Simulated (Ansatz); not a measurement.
Two isomers of CH4FOSi: A = `C[SiH]([O])F`•, B = `C[Si](O)F`•.

Isolated molecules relaxed with PBE0-D4/def2-TZVP in Ansatz; ΔE leaves out vibrations. CBS: MP2 limit from def2 TZ/QZ plus the TZ coupled-cluster correction, frozen cores. This one scheme is used for every species. Functionals use def2-TZVPP. B3LYP here is the variant with VWN-RPA as its local correlation; programs differ in this. No spin–orbit coupling; open shells (•) take unrestricted orbitals. Each species was taken in one conformer, which may not be the lowest.

A:

```xyz
8

C    -0.126   -0.252    0.953
Si    0.091    0.249   -0.818
O     0.013   -1.115   -1.736
F     1.478    1.022   -0.962
H     0.639   -0.975    1.242
H    -1.110   -0.699    1.108
H    -0.028    0.630    1.591
H    -0.957    1.139   -1.378
```

B:

```xyz
8

C     0.462   -1.054    0.007
Si   -0.449    0.462   -0.567
O     0.209    1.736    0.235
F    -1.997    0.317   -0.150
H     0.368   -1.134    1.094
H     1.520   -0.983   -0.251
H     0.046   -1.952   -0.452
H    -0.160    2.608    0.084
```

Question: Which is lower in electronic energy at CCSD(T)/CBS, and by how much? (Estimate.)

Answer: Computed: B, by 112.0 kJ/mol.

Question: Give E(B) − E(A) in kJ/mol with CCSD/def2-TZVPP, MP2/def2-TZVPP, r2SCAN-D4, ωB97M-V, B3LYP-D4, CCSD(T)/def2-SVP, PBE-D4. (Best estimate.)

Answer: Ansatz gave: CCSD/def2-TZVPP -97.9, MP2/def2-TZVPP -136.7, r2SCAN-D4 -103.4, ωB97M-V -98.1, B3LYP-D4 -98.1, CCSD(T)/def2-SVP -93.3, PBE-D4 -110.6. None reverses the order clearly.

Question: Does the order hold for the free energy at 298.15 K (harmonic terms from PBE0-D4)? (Estimate.)

Answer: Computed: Yes: G(B) − G(A) = -104.3 kJ/mol, for one conformer each.

Largest T1 diagnostic: 0.017.

In def2-TZVPP, CCSD(T) changes the Hartree–Fock value by −60.9 kJ/mol (the triples alone add −5.8 kJ/mol) and MP2 by −93.9 kJ/mol. At CCSD(T), def2-SVP lies +18.6 kJ/mol from the extrapolated value and def2-TZVPP +8.3 kJ/mol.
